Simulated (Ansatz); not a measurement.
Method: frozen-core CCSD(T)/cc-pVTZ // B3LYP-D3(BJ)/def2-TZVP run with Ansatz (a first-principles code).

Ansatz 0.2 input:
```yaml
crystal:
  periodic: [false, false, false]
  atoms:
    - { symbol: O, position_ang: [-0.899744, -1.014363, 0.00178] }
    - { symbol: B, position_ang: [-0.069549, 0.062988, -0.017586] }
    - { symbol: O, position_ang: [-0.600174, 1.315254, -0.163474] }
    - { symbol: S, position_ang: [1.739021, -0.179758, 0.151064] }
    - { symbol: H, position_ang: [-1.826324, -0.763868, -0.093679] }
    - { symbol: H, position_ang: [0.034228, 2.037091, -0.169244] }
    - { symbol: H, position_ang: [1.68295, -1.516002, 0.25666] }
basis:
  gaussian: { orbitals: cc-pVTZ }
correlation:
  method: ccsd_t
```

Output:

```
Functional definition: HF
985 factors; integrals over basis functions are off by at most 1.1e-3 eV
mean field evaluation 1: about -15613.4090 eV, gradient 4.4e1 eV
mean field evaluation 2: about -15613.6066 eV, gradient 4.4e1 eV
mean field evaluation 4: about -15617.1905 eV, gradient 3.1e0 eV
mean field evaluation 8: about -15617.2369 eV, gradient 2.0e-1 eV
mean field evaluation 16: about -15613.4092 eV, gradient 4.4e1 eV
mean field -15617.23709437 eV, -573.9228774746 hartree, gradient 2.1e-6 eV, S^2 0.000000; 0 other end points of the search recorded, 0 dependent functions left out
8 core orbitals not correlated
reference -15617.23709437 eV, -573.9228774746 hartree; 12, 12 occupied and 146, 146 virtual orbitals, 985 factors
second order -20.54016459 eV of doubles, -0.00000000 eV of singles
cycle   1  -20.66139856 eV  change   -1.2e-1 eV  update   9.1e-2
cycle   2  -21.10797164 eV  change   -4.5e-1 eV  update   2.6e-2
cycle   3  -21.20329328 eV  change   -9.5e-2 eV  update   1.3e-2
cycle   4  -21.18950044 eV  change    1.4e-2 eV  update   3.0e-3
cycle   5  -21.18902595 eV  change    4.7e-4 eV  update   1.3e-3
cycle   6  -21.18924679 eV  change   -2.2e-4 eV  update   3.4e-4
cycle   7  -21.18896834 eV  change    2.8e-4 eV  update   1.1e-4
cycle   8  -21.18893661 eV  change    3.2e-5 eV  update   3.1e-5
cycle   9  -21.18894783 eV  change   -1.1e-5 eV  update   1.0e-5
perturbative correction -0.83070715 eV, -0.0305279246 hartree
Total energy: -15639.25674935 eV, -574.7320848698 hartree
```

Cost: roughly 30 core-seconds.
